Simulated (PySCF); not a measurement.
Static response to an electric field

Compound: CH2InNS.
Cartesian coordinates in Å at the PBE0-D3(BJ)/def2-SVP level; atoms count from 1:
```
atom  x, y, z in Å
In1    0.7375    1.2930    0.0044
H2     2.4230    1.0240    0.0532
H3    -0.3216    2.6314   -0.0317
N4    -0.3080   -0.4890   -0.0223
C5    -0.8827   -1.5349   -0.0093
S6    -1.6482   -2.9244    0.0056
```

Level: B3LYP/def2-SVPD (PySCF), static field, nuclei fixed, core orbitals frozen in the response. The polarisability tensor in these axes (au):

```
x    83.24  30.69   0.23
y    30.69 120.81  -0.33
z     0.23  -0.33  52.72
```

Give the principal values, the mean and the anisotropy Δα = √{½[(α1 − α2)² + (α2 − α3)² + (α1 − α3)²]}.

Principal values 52.71, 66.05 and 138.00 au; mean 85.59 au = 12.68 Å³ = 14.11 × 10⁻⁴⁰ C²·m²/J; Δα = 79.47 au (93 % of the mean).

What is the dipole moment, and where does it point?

(2.44, 4.25, 0.02) D, 4.89 D in size, pointing from the negative to the positive side. Measured along this direction, the outermost atoms are S6 at the negative end and H3 and H2 at the positive end.

What would n − 1 = 2πNα be for an ideal gas of these molecules at 298.15 K and 1 atm, electronic part alone?

N = p/kT = 2.4615 × 10¹⁹ cm⁻³, so n − 1 = 2π × N × 12.68 × 10⁻²⁴ cm³ = 1962 × 10⁻⁶ at long wavelengths, for an ideal gas.

Orientational against electronic polarisability at 500 K (dilute gas, rigid molecules)?

In Gaussian units μ²/3kT = 115.69 Å³ against 12.68 Å³, a ratio of 9.12; the Debye molar polarisation (4π/3)N_A(α + μ²/3kT) is 323.8 cm³/mol, leaving out the vibrational part.

Give the principal axes and the span of the nuclei along them.

Largest value along (0.49, 0.87, 0.00), where the nuclei span 5.50 Å; middle along (0.87, -0.49, 0.03), 3.18 Å; least along (-0.02, 0.01, 1.00), 0.04 Å. The response follows the extents in order.

Find the Langevin capture rate constant for NO+ (29.998 u) meeting this molecule (174.895 u), k = 2.342 × 10⁻⁹ cm³/s × √(α in Å³ / reduced mass in u).

The reduced mass is 25.61 u, so k = 1.65 × 10⁻⁹ cm³/s. The formula leaves out the permanent dipole, which adds to the capture rate.

Isolated species at its PBE0-D3(BJ)/def2-SVP geometry, gas phase. Atoms past krypton carry effective core potentials; spin–orbit coupling is left out.
